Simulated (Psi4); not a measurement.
C2H4NO (SMILES CC([NH-])=O), charge -1, singlet, at a GFN2-xTB geometry (a gas-phase anion, which may not be bound at this level); WB97X-V/cc-pVDZ run with Psi4.

Here is a job for Psi4.
```
memory 2 GB

molecule {
-1 1
  O     0.44102955    1.19748662    0.47680953
  C     0.16163575    0.06201656    0.02088216
  N     0.95199448   -0.88773121   -0.38661403
  C    -1.33545762   -0.32173137   -0.09676049
  H    -1.85084567    0.40012995   -0.73220856
  H    -1.43095332   -1.31866720   -0.52101978
  H    -1.79883849   -0.29696355    0.89081905
  H     1.93137104   -0.59198498   -0.29049862
}

set basis cc-pvdz

energy('wb97x-v')
print_variables()
```

Output, abridged:

```
   => Loading Basis Set <=

    Name: CC-PVDZ
    Role: ORBITAL
    Keyword: BASIS

         ---------------------------------------------------------
                                   SCF
               by Justin Turney, Rob Parrish, Andy Simmonett
                          and Daniel G. A. Smith
                              RKS Reference
         ---------------------------------------------------------

  ==> Geometry <==

    Molecular point group: c1
    Full point group: C1

    Geometry (in Angstrom), charge = -1, multiplicity = 1:

       Center              X                  Y                   Z               Mass
    ------------   -----------------  -----------------  -----------------  -----------------
         O            0.387172140613     1.166734506383     0.465708481421    15.994914619570
         C            0.107778340613     0.031264446383     0.009781111421    12.000000000000
         N            0.898137070613    -0.918483323617    -0.397715078579    14.003074004430
         C           -1.389315029387    -0.352483483617    -0.107861538579    12.000000000000
         H           -1.904703079387     0.369377836383    -0.743309608579     1.007825032230
         H           -1.484810729387    -1.349419313617    -0.532120828579     1.007825032230
         H           -1.852695899387    -0.327715663617     0.879718001421     1.007825032230
         H            1.877513630613    -0.622737093617    -0.301599668579     1.007825032230

  Running in c1 symmetry.

  Rotational constants: A =      0.37906  B =      0.32365  C =      0.18047 [cm^-1]
  Rotational constants: A =  11363.83664  B =   9702.81209  C =   5410.26546 [MHz]
  Nuclear repulsion =  113.046528928687650

  Charge       = -1
  Multiplicity = 1
  Electrons    = 32
  Nalpha       = 16
  Nbeta        = 16

  ==> Algorithm <==

  SCF Algorithm Type is DF.
  DIIS enabled.
  MOM disabled.
  Fractional occupation disabled.
  Guess Type is SAD.
  Energy threshold   = 1.00e-06
  Density threshold  = 1.00e-06
  Integral threshold = 1.00e-12

  ==> Primary Basis <==

  Basis Set: CC-PVDZ
    Blend: CC-PVDZ
    Number of shells: 36
    Number of basis functions: 76
    Number of Cartesian functions: 80
    Spherical Harmonics?: true
    Max angular momentum: 2

  ==> DFT Potential <==

   => LibXC <=

    Version 7.1.2
    S. Lehtola, C. Steigemann, M. J. T. Oliveira, and M. A. L. Marques,  SoftwareX 7, 1–5 (2018) (10.1016/j.softx.2017.11.002)

   => Composite Functional: WB97X-V <=

    wB97X-V Hyb-GGA Exchange-Correlation Functional

    N. Mardirossian and M. Head-Gordon,  Phys. Chem. Chem. Phys. 16, 9904–9924 (2014) (10.1039/C3CP54374A)

    Deriv               =              1
    GGA                 =           TRUE
    Meta                =          FALSE

    Exchange Hybrid     =           TRUE
    MP2 Hybrid          =          FALSE

   => Exchange-Correlation Functionals <=

    1.0000   wB97X-V range-separated functional

   => Exact (HF) Exchange <=

    0.8330            HF,LR [omega = 0.3000]
    0.1670               HF

   => LibXC Density Thresholds  <==

    XC_HYB_GGA_XC_WB97X_V:  1.00E-14

   => VV10 Non-Local Parameters <=

    VV10 B              =     6.0000E+00
    VV10 C              =     1.0000E-02

   => Molecular Quadrature <=

    Radial Scheme          =       TREUTLER
    Pruning Scheme         =           NONE
    Nuclear Scheme         =       TREUTLER

    Blocking Scheme        =         OCTREE
    BS radius alpha        =              1
    Pruning alpha          =              1
    Radial Points          =             75
    Spherical Points       =            302
    Total Points           =         172080
    Total Blocks           =           1334
    Max Points             =            256
    Max Functions          =             76
    Weights Tolerance      =       1.00E-15

   => Loading Basis Set <=

    Name: (CC-PVDZ AUX)
    Role: JKFIT
    Keyword: DF_BASIS_SCF

  ==> Integral Setup <==

[...]

  ==> MemDFJK: Density-Fitted J/K Matrices <==

    J tasked:                   Yes
    K tasked:                   Yes
    wK tasked:                  Yes
    Omega:                3.000E-01
    Algorithm:                 Core
    Schwarz Cutoff:           1E-12
    Mask sparsity (%):       0.0000
    Fitting Condition:        1E-10

   => Auxiliary Basis Set <=

  Basis Set: (CC-PVDZ AUX)
    Blend: CC-PVDZ-JKFIT
    Number of shells: 132
    Number of basis functions: 372
    Number of Cartesian functions: 424
    Spherical Harmonics?: true
    Max angular momentum: 3

  Minimum eigenvalue in the overlap matrix is 5.1139497633E-03.
  Reciprocal condition number of the overlap matrix is 1.0061813691E-03.
    Using symmetric orthogonalization.

  ==> Pre-Iterations <==

  SCF Guess: Superposition of Atomic Densities via on-the-fly atomic UHF (no occupation information).

   -------------------------
    Irrep   Nso     Nmo
   -------------------------
     A         76      76
   -------------------------
    Total      76      76
   -------------------------

  ==> Iterations <==

                           Total Energy        Delta E     RMS |[F,P]|

   @DF-RKS iter SAD:  -207.65887790188930   -2.07659e+02   0.00000e+00
   @DF-RKS iter   1:  -208.26101400934689   -6.02136e-01   1.03914e-02 ADIIS/DIIS
   @DF-RKS iter   2:  -208.38272306524664   -1.21709e-01   8.58549e-03 ADIIS/DIIS
   @DF-RKS iter   3:  -208.54554967367821   -1.62827e-01   9.62660e-04 ADIIS/DIIS
   @DF-RKS iter   4:  -208.54764434927486   -2.09468e-03   3.34929e-04 ADIIS/DIIS
   @DF-RKS iter   5:  -208.54793112305768   -2.86774e-04   1.39303e-04 ADIIS/DIIS
   @DF-RKS iter   6:  -208.54797832754377   -4.72045e-05   2.59664e-05 DIIS
   @DF-RKS iter   7:  -208.54798136927226   -3.04173e-06   4.08646e-06 DIIS
   @DF-RKS iter   8:  -208.54798151138084   -1.42109e-07   1.17286e-06 DIIS
   @DF-RKS iter   9:  -208.54798152077311   -9.39227e-09   4.67766e-07 DIIS
  Energy and wave function converged.

  ==> Post-Iterations <==

   Electrons on quadrature grid:
      Ntotal   =   32.0000055059 ; deviation = 5.506e-06

    Orbital Energies [Eh]
    ---------------------

    Doubly Occupied:

[...]
      16A     -0.073128

    Virtual:

[...]
    Final Occupation by Irrep:
              A
    DOCC [    16 ]
    NA   [    16 ]
    NB   [    16 ]

  @DF-RKS Final Energy:  -208.54798152077311

   => Energetics <=

    Nuclear Repulsion Energy =            113.0465289286876498
    One-Electron Energy =                -515.0283380833083129
    Two-Electron Energy =                 212.8350616010586975
    DFT Exchange-Correlation Energy =     -19.5281131249107567
    Empirical Dispersion Energy =           0.0000000000000000
    VV10 Nonlocal Energy =                  0.1268791576996378
    Total Energy =                       -208.5479815207731065

Computation Completed

Properties will be evaluated at   0.000000,   0.000000,   0.000000 [a0]

Properties computed using the SCF density matrix

 Multipole Moments:

 ------------------------------------------------------------------------------------
     Multipole            Electronic (a.u.)      Nuclear  (a.u.)        Total (a.u.)
 ------------------------------------------------------------------------------------

 L = 1.  Multiply by 2.5417464519 to convert [e a0] to [Debye]
 Dipole X            :          2.4715264           -3.1550482           -0.6835218
 Dipole Y            :          1.7086910           -1.8015055           -0.0928145
 Dipole Z            :          0.6321849           -0.6503159           -0.0181311
 Magnitude           :                                                    0.6900328

 ------------------------------------------------------------------------------------

  Variable Map:
  ----------------------------------------------------------------------------
[...]
  Array Variable Map:
  ----------------------------------------------------------------------------
[...]
[...]
```
